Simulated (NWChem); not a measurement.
Si2NH5F2; SMILES N[SiH2][SiH](F)F

```xyz
10

Si    -0.0011    -0.9903    -0.4184
F     -1.2957    -1.4477     0.4522
F      1.2999    -1.4447     0.4443
Si    -0.0035     1.3577    -0.5644
N      0.0047     2.1439     0.9821
H     -0.0040    -1.8045    -1.6668
H      1.2151     1.7727    -1.3247
H     -1.2313     1.7715    -1.3104
H     -0.8246     2.0718     1.5629
H      0.8389     2.0695     1.5554
```
Atoms are numbered in this order, from 1.

Computed with NWChem. Medium grid unless said otherwise, to which SCAN and Minnesota functionals are sensitive. The geometry was optimised at PBE0/def2-SVP.

Among these, which level gives the lowest value of “dipole (D)”?
A. Hartree-Fock/def2-SVP
B. LC-BLYP (range parameter 0.33 per bohr)/def2-SVP
C. SCAN/def2-SVP
D. B3PW91/def2-SVP

B, LC-BLYP (range parameter 0.33 per bohr)/def2-SVP. Values: LC-BLYP (range parameter 0.33 per bohr)/def2-SVP 1.20; B3PW91/def2-SVP 1.30; SCAN/def2-SVP 1.30; Hartree-Fock/def2-SVP 1.35
